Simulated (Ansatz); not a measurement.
`[F][Al]([F])[SH]` + CH₃NH₂ → `C[NH][Al]([F])[F]` + H₂S at 600 K and 1 bar (ligand exchange at the Al–S bond).

Gas-phase electronic energies from Ansatz, PBE0-D4/def2-TZVP geometries. CBS: MP2 limit from def2 TZ/QZ plus the TZ coupled-cluster correction, frozen cores. This one scheme is used for every species. Each species was taken in one conformer, which may not be the lowest.

| species | CCSD(T)/CBS energy (Eh) | H − E (kJ/mol) | S (J/(mol·K)) |
| --- | --- | --- | --- |
| `[F][Al]([F])[SH]` | -840.18239 | 81.6 | 374.4 |
| CH₃NH₂ | -95.75281 | 199.3 | 283.8 |
| `C[NH][Al]([F])[F]` | -536.95512 | 213.0 | 420.7 |
| H₂S | -398.97279 | 60.8 | 230.9 |

H − E and S are ideal-gas, rigid-rotor, harmonic terms from PBE0-D4/def2-TZVP, for one conformer and one mirror image of each species. 1 Eh = 2625.50 kJ/mol, R = 8.31446 J/(mol·K).

Task: By hand: ΔE, ΔH, ΔS and ΔG.

Result: ΔE = (-536.95512) + (-398.97279) − (-840.18239) − (-95.75281) = 0.00729 Eh = 19.1 kJ/mol. Δ(H − E) = 213.0 + 60.8 − 81.6 − 199.3 = -7.1, so ΔH = 12.0 kJ/mol. ΔS = 420.7 + 230.9 − 374.4 − 283.8 = -6.6 J/(mol·K). ΔG = 12.0 − 600 × (-6.6)/1000 = 16.0 kJ/mol.

Task: By hand: the equilibrium constant, and the temperature at which ΔG would vanish if ΔH and ΔS stayed fixed.

Result: log₁₀ K = −ΔG/(RT ln 10) = -1.4. ΔH and −TΔS have one sign here, so there is no such temperature.

The number of gas molecules stays the same, so ΔS is small and ΔH decides. A doubt of 5 kJ/mol in ΔE shifts log₁₀ K by 0.4 here. Other conformers and mirror images would add mixing entropy, several J/(mol·K) or more a flexible species. These are equilibria of isolated gas molecules and say nothing of rates. Largest T1 diagnostic: 0.012 (customary marks: 0.02 for closed shells, 0.045 for open ones).

ΔS is within the doubt of such terms, so its sign, and with it that verdict, could turn.
